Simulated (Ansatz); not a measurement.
Pulling on the Si2–H6 bond in H6SiSn (SMILES [SiH3][SnH3]) (multiplicity 1 held, fragments rigid). Energies count from the point at 1.482 Å.
Geometry at that point (charge 0, multiplicity 1):
```xyz
8

Sn    -0.61783     0.06128    -0.01104
Si     1.94433    -0.19286     0.03475
H     -1.31527    -0.97677    -1.18186
H     -1.06686     1.66907    -0.39603
H     -1.29898    -0.32715     1.51210
H      2.31126    -1.58930     0.36927
H      2.52737     0.71261     1.05295
H      2.51320     0.14743    -1.29082
```

Unrestricted levels (U-) break spin symmetry where that is lower. Active spaces are followed from a long bond inwards. Curves can end on different states.

Correlated levels freeze the cores. Filled d and f shells under p-block atoms count as core.

The values were computed with Ansatz (Gaussian basis) for Hartree–Fock, density functionals and correlated methods. Values without a source in brackets are computed. In def2 rows elements past Kr take small-core potentials, without spin–orbit coupling.

Energies in kcal/mol.

| R (Å) | U-MP2/def2-SVP | SC-NEVPT2 on CASSCF(2,2)/def2-SVP | FIC-NEVPT4(SD) on CASSCF(2,2)/def2-SVP | FIC-MRCISD+Q on CASSCF(2,2)/def2-SVP |
|---|---|---|---|---|
| 1.186 | 30.7 | 32.0 | 31.1 | 30.8 |
| 1.334 | 6.1 | 6.9 | 6.4 | 6.3 |
| 1.482 | 0.0 | 0.0 | 0.0 | 0.0 |
| 1.630 | 3.9 | 2.9 | 3.4 | 3.5 |
| 1.778 | 12.8 | 10.8 | 11.7 | 11.9 |
| 2.001 | 30.2 | 26.0 | 27.5 | [?] |
| 2.223 | 51.9 | 41.4 | 43.3 | 43.7 |
| 2.594 | 75.1 | 62.0 | 64.2 | 64.7 |
| 2.964 | 82.5 | 74.7 | 77.1 | [?] |
| 3.409 | 85.2 | 82.1 | 84.4 | 85.0 |
| 4.002 | 86.2 | 85.2 | 87.6 | 88.2 |
| 4.743 | 86.4 | 85.9 | 88.3 | [?] |

**Question.** Complete the blanks.

**Answer.** 
- 2.964, FIC-MRCISD+Q on CASSCF(2,2)/def2-SVP: 77.6
- 2.001, FIC-MRCISD+Q on CASSCF(2,2)/def2-SVP: 27.8
- 4.743, FIC-MRCISD+Q on CASSCF(2,2)/def2-SVP: 88.9

Doubts at one or more of the structures used: a spin-contaminated determinant (U-MP2/def2-SVP).

Ansatz is a first-principles code.
